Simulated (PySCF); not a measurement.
Core-level binding energies of Ge(SMe)2H2

Species: Ge(SMe)2H2, C₂H₈GeS₂.
Z-matrix (Å and degrees, PBE0-D3(BJ)/def2-SVP geometry), rows numbered from 1:
```
Ge
S   1  2.2141
C   2  1.8203  1   99.53
H   3  1.0993  2  111.53  1   -76.49
H   3  1.0984  2  106.84  1   164.42
H   3  1.1003  2  110.27  1    46.17
S   1  2.2300  2  108.85  3   -51.08
C   7  1.8215  1  100.90  2   126.70
H   8  1.0989  7  111.80  1   -50.86
H   8  1.0986  7  106.37  1  -169.21
H   8  1.0986  7  111.69  1    72.32
H   1  1.5364  2  105.73  3  -171.83
H   1  1.5442  2  112.45  3    65.84
```

Computed with delta-SCF UKS SCAN, pcX-2 on the ionised atom, pcseg-1 elsewhere, spin-free X2C (PySCF 2.14.0). Vertical ΔSCF values, vacuum level as zero.

Problem. List the computed XPS lines with their assignment.

Solution. 
```
atom(s)                 environment  level  binding energy (eV)  count
  S2/S7   sulfur bonded to C and Ge   S 1s              2476.47      2
  C3/C8  carbon bonded to S and 3 H   C 1s               291.20      2
```

Problem. What is the longest wavelength that can ionise C 1s of C3/C8 vertically?

Solution. λ = hc/E = 12398.42 eV Å / 291.20 eV = 42.577 Å.

Problem. Which effective nuclear charge Zeff reproduces each element's mean 1s value in the hydrogen-like formula E = 13.606 eV × Zeff²?

Solution. C (Z = 6): mean 291.2 eV, Zeff = 4.63, Z − Zeff = 1.37; S (Z = 16): mean 2476.5 eV, Zeff = 13.49, Z − Zeff = 2.51. Means run over the listed sites, weighted by atom count.

Topologically equivalent atoms share the value of their first member; where this conformer doesn't relate them by symmetry, their own values could differ. Not every level is listed. No level of germanium is listed. The structure is a single PBE0-D3(BJ)/def2-SVP conformer in the gas phase; no vibrational or solvent corrections.
